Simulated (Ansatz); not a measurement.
Mulliken charges of Cl2F4Mo (`[F][Mo]([F])([F])([F])([Cl])[Cl]`) from r2SCAN/def2-TZVPP in Ansatz (PBE0-D4/def2-TZVP geometry).

| atom | x (Å) | y (Å) | z (Å) | charge (e) |
| --- | --- | --- | --- | --- |
| F1 | -0.224 | -0.813 | 1.665 | -0.288 |
| Mo2 | 0.004 | -0.042 | 0.018 | 1.427 |
| F3 | -1.740 | -0.421 | -0.358 | -0.282 |
| F4 | 0.458 | -1.711 | -0.589 | -0.288 |
| F5 | 1.757 | 0.241 | 0.435 | -0.282 |
| Cl6 | -0.569 | 1.956 | 0.877 | -0.144 |
| Cl7 | 0.315 | 0.790 | -2.049 | -0.144 |

Question: By hand: the dipole of these point charges (1 e Å = 4.8032 D).

Answer: Σ q r = (-0.030, 0.322, -0.137) e Å, of length 0.351 e Å = 1.69 D.

Question: How does the dipole of the full density compare? (Estimate.)

Answer: Ansatz gave: (-0.023, 0.248, -0.106) e Å, 1.30 D; the point charges give 1.30 times that, at 0° from its direction.

Point charges leave out the atoms' own dipoles, such as those of lone pairs, and Mulliken's split depends on the basis, so the two needn't agree.
